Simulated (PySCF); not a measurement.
Gas-phase reaction: 2 Cu + HF → CuH + CuF

Method: PySCF energies plus ideal-gas RRHO corrections (1 bar). † marks an energy on the PBE0/def2-TZVP geometry and frequencies; other levels use their own. CCSD(T) freezes the core. 6-31G* has spherical d functions here. Open shells (unrestricted): Cu (multiplicity 2); the rest are closed-shell singlets. B3LYP is the form with VWN-RPA correlation. Cu: all electrons, no relativistic terms. CCSD(T) isn't extrapolated to the basis-set limit; its ΔH°(298 K) is -85.9 kJ in def2-SVP and -82.2 kJ in def2-TZVPP. The harmonic model lacks anharmonicity and excited electronic states, which grow with temperature; levels with a mode under 35 cm⁻¹ are left out. Warning, large T1 diagnostic: CuF, CuH (CCSD(T)/def2-SVP†).

ΔH° and ΔS° at 298 K: B3LYP/def2-TZVP† -74 kJ, -83 J/K; CCSD(T)/def2-SVP† -86 kJ, -83 J/K; HF/6-31G* -141 kJ, -84 J/K; PBE0/def2-SVP† -106 kJ, -83 J/K; PBE0/def2-TZVP -66 kJ, -83 J/K.

Problem. With the heat capacities included, give log10 K (1 bar) at 500, 800, 1600, 1800, 2000 K from B3LYP/def2-TZVP†, CCSD(T)/def2-SVP†, HF/6-31G*, PBE0/def2-SVP†, PBE0/def2-TZVP.

Solution. 
```
T (K)  B3LYP/def2-TZVP†  CCSD(T)/def2-SVP†  HF/6-31G*  PBE0/def2-SVP†  PBE0/def2-TZVP
-----  ----------------  -----------------  ---------  --------------  --------------
500                 3.4                4.6       10.3             6.7             2.5
800                 0.4                1.2        4.7             2.4            -0.2
1600               -2.1               -1.7        0.0            -1.1            -2.4
1800               -2.4               -2.0       -0.5            -1.5            -2.6
2000               -2.6               -2.3       -0.9            -1.8            -2.8
```
